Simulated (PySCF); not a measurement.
Si(GeH3)(H)2(OH) (GeH₆OSi), SMILES O[SiH2][GeH3].

Geometry optimised at ωB97X-D3(BJ)/def2-SVP. The values are those of a single conformer.

These are TDA-PBE/def2-SVPD in PySCF values and carry that method's errors.

Vertical excitations. Isolated molecule, no solvent.

```
state  energy (eV)  λ (nm)      f                                                               main pairs
-----  -----------  ------  -----  -----------------------------------------------------------------------
S1            5.60     221  0.008                                                           HOMO→LUMO 97 %
S2            6.35     195  0.057                                                         HOMO→LUMO+1 89 %
S3            6.60     188  0.007                                                         HOMO−1→LUMO 95 %
S4            6.76     183  0.018                                                         HOMO→LUMO+2 88 %
S5            6.88     180  0.134                                       HOMO→LUMO+3 72 %, HOMO−2→LUMO 14 %
S6            7.09     175  0.017                                       HOMO−2→LUMO 50 %, HOMO−3→LUMO 44 %
S7            7.25     171  0.001                                                         HOMO→LUMO+4 95 %
S8            7.30     170  0.021                   HOMO−1→LUMO+1 68 %, HOMO−3→LUMO 11 %, HOMO−2→LUMO 10 %
S9            7.35     169  0.126  HOMO−1→LUMO+1 29 %, HOMO−3→LUMO 25 %, HOMO−2→LUMO 18 %, HOMO→LUMO+5 9 %
S10           7.53     165  0.042                                                         HOMO→LUMO+5 73 %
T1            5.14     241      0                                                           HOMO→LUMO 99 %
T2            5.99     207      0                                                         HOMO→LUMO+1 85 %
T3            6.08     204      0                                                         HOMO→LUMO+2 82 %
T4            6.25     198      0                                                         HOMO−1→LUMO 95 %
```
Triplets are in the Tamm–Dancoff approximation.
